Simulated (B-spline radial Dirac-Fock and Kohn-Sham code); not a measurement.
## K-line shifts caused by a second vacancy in Mo³⁺

System: Mo³⁺, [Kr] 4d3, inside a Watson sphere of charge -3 and radius 2 Å (a model of the Madelung potential; inside it an electron's potential energy is raised by 21.6 eV).

Input file task.json (cfg lists n, l and occupation; rrms is the nuclear radius in fm):

```json
{"items": [{
  "Z": 42,
  "q": 3,
  "cfg": [[1, 0, 2], [2, 0, 2], [2, 1, 6], [3, 0, 2], [3, 1, 6], [3, 2, 10], [4, 0, 2], [4, 1, 6], [4, 2, 3]],
  "A": 98,
  "rrms": 4.4091,
  "watson": [-3, 2.0],
  "do": ["binding", "quiet", "double"]
}]}
```

Command: `python xray_run.py task.json out`

Method: relaxed Dirac-Fock hole states (ΔSCF) with Breit and QED corrections and a finite nucleus. Computed with a radial atomic solver. Each two-hole energy is an average over J within one jj subconfiguration, not an observable level; in light atoms, where LS coupling holds, the j-resolved values are not observed lines, and for a K spectator the Kα1 hypersatellite is nearly forbidden. Electron correlation is not included.

Lines without a spectator: Kα2 (K-L2) 17372.6 eV, Kα1 (K-L3) 17477.5 eV, Kβ3 (K-M2) 19585.6 eV, Kβ1 (K-M3) 19603.4 eV. Shifts in eV with one spectator hole (a dash: not computed, or left out as unreliable):

| spectator hole | Kα2 | Kα1 | Kβ3 | Kβ1 |
| --- | --- | --- | --- | --- |
| K (1s) | +467.1 | +477.3 | +592.4 | +594.5 |
| L2 (2p1/2) | +48.9 | +60.9 | – | +132.1 |
| L3 (2p3/2) | +50.7 | +50.0 | +121.1 | – |
| M2 (3p1/2) | – | +5.98 | +14.16 | +17.47 |
| M3 (3p3/2) | +4.74 | – | +15.43 | +14.84 |
| M4 (3d3/2) | +0.32 | -1.70 | – | – |
| M5 (3d5/2) | -1.98 | -0.59 | – | – |

With n spectator holes in 2p, averaged over the 2p shell (energies in eV):

```
n     KαLⁿ   step  hypersatellite KαʰLⁿ
0  17442.5      –               17916.4
1  17495.5  +53.0               17970.8
2  17549.8  +54.2               18026.3
3  17605.2  +55.4               18083.1
4  17661.9  +56.6               18141.2
5  17719.7  +57.9               18200.4
```
